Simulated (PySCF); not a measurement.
CAgO, SMILES O=[C+][Ag], charge +1, multiplicity 1.

Coordinates come from a PBE0-D3(BJ)/def2-TZVP optimisation. The spin state was assumed, not searched. The def2 effective core potentials stand for the cores of Ag; spin–orbit coupling is left out.

Level of theory: TDA-PBE/def2-TZVPD in PySCF 2.14.0.

Vertical excitations; the highest root listed may be one member of a degenerate set.  State labels are in the subgroup C2v.

Computed lowest excited states:
| state | symmetry | energy (eV) | λ (nm) | f | main pairs |
|---|---|---|---|---|---|
| S1 | A1 | 4.90 | 253 | 0.011 | HOMO→LUMO 99 % |
| S2 | A2 | 5.40 | 230 | 0.000 | HOMO−1→LUMO (degenerate set) |
| S3 | A1 | 5.40 | 230 | 0.000 | HOMO−2→LUMO (degenerate set) |
| S4 | B1 | 5.69 | 218 | 0.006 | HOMO−3→LUMO (degenerate set) |
| S5 | B2 | 5.69 | 218 | 0.006 | HOMO−4→LUMO (degenerate set) |
| S6 | B1 | 5.96 | 208 | 0.031 | HOMO→LUMO+1 (degenerate set) |
| S7 | B2 | 5.96 | 208 | 0.031 | HOMO→LUMO+2 (degenerate set) |
| S8 | B1 | 6.45 | 192 | 0.000 | HOMO−1→LUMO+2, HOMO−2→LUMO+1 (degenerate set) |
| S9 | B2 | 6.45 | 192 | 0.000 | HOMO−1→LUMO+1, HOMO−2→LUMO+2 (degenerate set) |
| S10 | B2 | 6.58 | 189 | 0.017 | HOMO−2→LUMO+2 49 %, HOMO−1→LUMO+1 49 % |
| T1 | A1 | 4.08 | 304 | 0 | HOMO→LUMO 100 % |
| T2 | A2 | 4.95 | 251 | 0 | HOMO−1→LUMO (degenerate set) |
| T3 | A1 | 4.95 | 251 | 0 | HOMO−2→LUMO (degenerate set) |
| T4 | B1 | 5.12 | 242 | 0 | HOMO−3→LUMO 100 % |
Triplets are in the Tamm–Dancoff approximation.
